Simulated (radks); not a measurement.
The calcium ion Ca2+, [Ar]. Method: non-relativistic Kohn-Sham, r2SCAN, spin-polarised, spherical densities, point nucleus; meta-GGA in the generalised Kohn-Sham scheme; computed with a radial shooting solver on a logarithmic mesh with Libxc functionals. Every spin shell is full or empty, so the densities are truly spherical. Functionals are evaluated on that one density, not self-consistently. Rank these orbital-free kinetic functionals by their error against the exact value of the orbitals, and give that value: Thomas-Fermi, von Weizsacker, TF + vW, TF + vW/9, TF + vW/5, LC94, revAPBEK, Perdew 92, Thakkar, Pearson, LKT, PG1, DePristo-Kress.

Answer. Exact: 676.246 hartree. From best to worst, with 100 (|E| - |E exact|)/|E exact| (equal figures are ties): DePristo-Kress +0.06, LC94 +0.12, Thakkar -0.17, revAPBEK +0.55, Perdew 92 -0.59, TF + vW/9 -0.60, Pearson -1.38, TF + vW/5 +4.45, Thomas-Fermi -6.91, PG1 +22.57, LKT +28.07, von Weizsacker -43.23, TF + vW +49.86.
